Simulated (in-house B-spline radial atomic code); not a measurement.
**Ionising the krypton ion Kr²⁺ with different functionals**

Computed with a radial B-spline atomic code at the basis-set limit: non-relativistic Hamiltonian, point nucleus, spin-polarised at highest spin, spherical fractional occupations for the functionals, the average over the highest-spin determinants for Hartree-Fock. The ionisation energy is the difference of two self-consistent energies, [Ar] 3d10 4s2 4p4 → [Ar] 3d10 4s2 4p3, without Breit or QED terms; ε is the level of the shell that loses the electron (its least bound occupied spin orbital). There is no spin-orbit coupling in this Hamiltonian.

Hybrids are left out here: with spherical fractional occupations of an open shell their exact exchange keeps a self-interaction that integer-occupation calculations don't have.

```
           method          rung  ΔSCF (eV)  -ε(4p) (eV)
     Hartree-Fock  Hartree-Fock      34.08        34.69
         LDA VWN5           LDA      35.81        30.13
         LDA PW92           LDA      35.82        30.13
LDA exchange-only           LDA      33.86        28.36
              PBE           GGA      35.35        29.77
           PBEsol           GGA      35.36        29.79
             BLYP           GGA      35.44        29.73
             RPBE           GGA      35.20        29.68
             PW91           GGA      35.46        29.87
             BP86           GGA      35.57        29.95
             AM05           GGA      35.35        29.79
             OLYP           GGA      35.04        29.57
             TPSS      meta-GGA      35.28        29.80
             SCAN      meta-GGA      35.17        29.82
           r2SCAN      meta-GGA      35.13        29.81
          revTPSS      meta-GGA      35.24        29.78
```

How do they compare with the NIST value?

NIST lists 35.84 eV ± 0.02 (measured, ground level to ground level). Errors run from -1.98 to -0.02 eV; LDA PW92 is closest (-0.02 eV), though others lie within the uncertainty of it, and part of that can be cancellation, since the calculations leave out relativity, Breit-QED terms, multiplet and fine-structure energies. Hartree-Fock also lacks correlation.
